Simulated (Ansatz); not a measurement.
Program: Ansatz. Geometries: PBE0-D4/def2-TZVP. ΔE: electronic, gas phase. CCSD(T)/CBS is the MP2 limit (def2-TZVPP, def2-QZVPP) plus CCSD(T) − MP2 in def2-TZVPP, frozen cores. This one scheme is used for every species. Functionals use def2-TZVPP. B3LYP here is the variant with VWN-RPA as its local correlation; programs differ in this. For Ti outer-core shells are correlated without core-valence functions, which leaves a few kJ/mol of doubt a bond. Scalar relativity is left out up to krypton. One conformer a species, not always the lowest.

Consider the ligand exchange at a Ti–Cl bond: `[OH][Ti]([OH])([OH])[Cl]` + H–F → `[OH][Ti]([OH])([OH])[F]` + HCl.

(1) Is it downhill or uphill in electronic energy at CCSD(T)/CBS, and by how much? (Estimate.)

(2) What do these levels give: r2SCAN-D4, PBE0-D4, r2SCANh-D4, ωB97M-V, revPBE, B3LYP, HF/def2-SVP, CCSD/def2-SVP, HF/def2-QZVPP, SCS-MP2/def2-QZVPP, HF/CBS(def2), CCSD/CBS(def2)? (An estimate is asked.)

(3) What do rigid-rotor, harmonic-oscillator terms from PBE0-D4/def2-TZVP frequencies (298.15 K, 1 bar) make of the CCSD(T)/CBS value? (Estimate.)

Largest T1 diagnostic among the species: 0.024, so the coupled-cluster value is less sure than usual.

Results:

(1) Computed: Downhill: ΔE = -1.6 kcal/mol.

(2) Ansatz gave: r2SCAN-D4 -4.0, PBE0-D4 -2.7, r2SCANh-D4 -3.6, ωB97M-V -4.4, revPBE -4.9, B3LYP -5.2, HF/def2-SVP -6.3, CCSD/def2-SVP -7.9, HF/def2-QZVPP -5.3, SCS-MP2/def2-QZVPP -2.0, HF/CBS(def2) -5.3, CCSD/CBS(def2) -2.8 kcal/mol.

(3) Ansatz gave: ΔZPE = -1.1 kcal/mol, ΔH = -2.9 kcal/mol, ΔS = 2 J/(mol·K), ΔG = -3.1 kcal/mol.

At CCSD(T), def2-SVP lies −5.1 kcal/mol from the extrapolated value and def2-TZVPP −1.4 kcal/mol. From r2SCAN to r2SCAN0 (25 % exact exchange), in def2-TZVPP and without D4, ΔE moves by +1.0 kcal/mol. Leaving LDA and LC-ωPBE aside and taking each functional with its dispersion term where it has one, the values, not all of them listed here, spread over 3.6 kcal/mol, from CAM-B3LYP-D4 to PBE-QIDH. LDA lies +0.8 kcal/mol from PBE without D4.
